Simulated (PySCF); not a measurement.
Species: C₂H₆Ge.
Numbering: `[CH2:1]=[CH:2][GeH3:3]` (hydrogens: H4, H5 on C1; H6 on C2; H7, H8, H9 on Ge3)

The calculation used PBE0-D3(BJ)/def2-SVP geometry optimisation, gas phase (PySCF 2.14.0).

**Question.** List the bond lengths and angles at this level.

**Answer.** 
```json
{"bond": "C1=C2", "length (bohr)": "2.524"}
{"bond": "C2–Ge3", "length (bohr)": "3.665"}
{"bond": "C1–H4", "length (bohr)": "2.071"}
{"bond": "C1–H5", "length (bohr)": "2.071"}
{"bond": "C2–H6", "length (bohr)": "2.074"}
{"bond": "Ge3–H7, Ge3–H8, Ge3–H9", "length (bohr)": "2.912"}
```

Bonds in one row agree within 0.02 bohr and their mean is given. A selection of angles:
```json
{"angle": "C2–C1–H4", "degrees": "122.1"}
{"angle": "C2–C1–H5", "degrees": "121.8"}
{"angle": "H4–C1–H5", "degrees": "116.1"}
{"angle": "C1–C2–Ge3", "degrees": "123.3"}
{"angle": "C1–C2–H6", "degrees": "118.6"}
{"angle": "Ge3–C2–H6", "degrees": "118.0"}
{"angle": "C2–Ge3–H7", "degrees": "110.4"}
{"angle": "C2–Ge3–H9", "degrees": "110.8"}
{"angle": "H7–Ge3–H8", "degrees": "109.6"}
{"angle": "H7–Ge3–H9", "degrees": "108.1"}
```

Ge3 (germanium bonded to C and 3 H) is tetrahedral (angles from 108.1° to 110.8°).

Point group: near Cs, missed by 0.14 Å at most; the miss may be what the optimiser left on a soft mode. Stationary, but not proved a minimum.
